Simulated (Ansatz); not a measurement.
Input and output for CH5GeO, SMILES `[CH3][GeH][OH]` radical.

```yaml
crystal:
  periodic: [false, false, false]
  atoms:
    - {symbol: C, position_ang: [-0.669713, 0.837439, -0.542820]}
    - {symbol: Ge, position_ang: [0.882153, -0.278854, -0.139010]}
    - {symbol: O, position_ang: [0.160063, -1.768925, 0.546421]}
    - {symbol: H, position_ang: [-0.349763, 1.807696, -0.923461]}
    - {symbol: H, position_ang: [-1.247630, 0.978326, 0.373273]}
    - {symbol: H, position_ang: [-1.295998, 0.347277, -1.287738]}
    - {symbol: H, position_ang: [1.802070, 0.357732, 0.953964]}
    - {symbol: H, position_ang: [0.810919, -2.337889, 0.963573]}
basis:
  gaussian: {orbitals: def2-TZVPPP}
magnetization: {spin_polarized: true, initial_magnetization: 3}
hamiltonian: {xc: {name: wPBEh}}
output: {forces: true}
```

```sh
$ ansatz run in.yaml --threads 4 --pin off --events-out ev --progress --plain --max-ram 10444MiB
```

Shortened log:

```
Error: <dir> can't be read: No such file or directory (os error 2)
```
